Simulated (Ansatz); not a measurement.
System: sum formula H$_{4}$SiNO (charge 0, doublet). It need not be the lowest isomer of its formula. 
Geometry from a B3LYP-D3(BJ)/def2-TZVP (Ansatz, a program for electronic structure) optimisation:
```xyz
7

N      1.4594     0.0991    -0.1778
Si    -0.2381     0.1100    -0.3196
O     -1.1924    -0.3708     0.9490
H      1.9622     0.9023     0.1641
H      1.9871    -0.7506    -0.0554
H     -0.6255     1.4944    -0.6717
H     -0.6673    -0.9138    -1.3103
```
Charge 0, spin multiplicity 2.

Computed values are from Ansatz. Valence correlation only, unless marked. Open shells are spin-unrestricted. Spin-orbit coupling is left out. No relativistic terms. CBS(X,Y): correlation extrapolated as X^-3; Hartree-Fock from the larger set.

```yaml
atomisation energy De: 2250.8 kJ/mol at CCSD(T)/CBS(cc-pV(T+d)Z,cc-pV(Q+d)Z)
total_energy: -421.3305 Eh at CCSD(T)/CBS(cc-pV(T+d)Z,cc-pV(Q+d)Z)
dipole_moment: 2.23 D at CCSD(T)/aug-cc-pV(D+d)Z
T1 diagnostic: 0.018 at CCSD/def2-QZVPP
```
